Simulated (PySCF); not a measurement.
PySCF job for C2H8O2Si, SMILES [C@H](O)(C)[SiH2]O, PBE0/pcSseg-1. Geometry optimised at B3LYP-D3(BJ)/def2-SVP. The structure was generated by enumeration; whether it is a known compound was not checked. Other conformers were not sampled.

```python
import numpy as np
from pyscf import gto, scf, dft
from pyscf.prop.nmr import rks as nmr

mol = gto.M(
    atom='''
    C     2.08113360   -0.36687190    0.43080711
    C     0.83205115    0.20138871   -0.22683122
    O     0.51696348    1.52726103    0.25521235
    Si   -0.78096677   -0.79731122   -0.03396795
    O    -1.99334356    0.21182824   -0.58106710
    H     1.92466043   -0.53774509    1.51050315
    H     2.35739138   -1.33514581   -0.01779558
    H     2.93305537    0.32304629    0.31520751
    H     1.02218914    0.33848204   -1.30560626
    H     0.50944178    1.49324474    1.22275857
    H    -0.81940347   -2.06073047   -0.81942343
    H    -0.93128280   -1.11714046    1.42246034
    H    -1.73058493    1.13853058   -0.46957031
    ''',
    basis='pcSseg-1',
    charge=0,
    spin=0,
    max_memory=1600,
    verbose=3,
)
mf = dft.RKS(mol, xc='pbe0')
mf.grids.level = 3
mf.conv_tol = 1e-10
mf.max_cycle = 100
mf.kernel()
n = nmr.NMR(mf)
n.verbose = 2
n.max_cycle_cphf = 60
sigma = n.kernel()
print('atom   isotropic/ppm   span/ppm')
for i, s in enumerate(sigma):
    w = np.linalg.eigvalsh((s + s.T) / 2)
    print(f'{mol.atom_symbol(i):2s}{i + 1:3d} {w.mean():14.3f} {w[2] - w[0]:11.3f}')
```

Program output:

```
converged SCF energy = -520.580043926417
atom   isotropic/ppm   span/ppm
C   1        164.639      38.531
C   2        122.298      69.631
O   3        285.027     105.538
Si  4        365.460      96.568
O   5        323.947      69.853
H   6         30.377       8.744
H   7         30.111      10.784
H   8         29.487       9.892
H   9         27.855       7.556
H  10         32.080      18.594
H  11         26.434       8.035
H  12         26.766       7.733
H  13         29.427      21.948
```

The run converged.
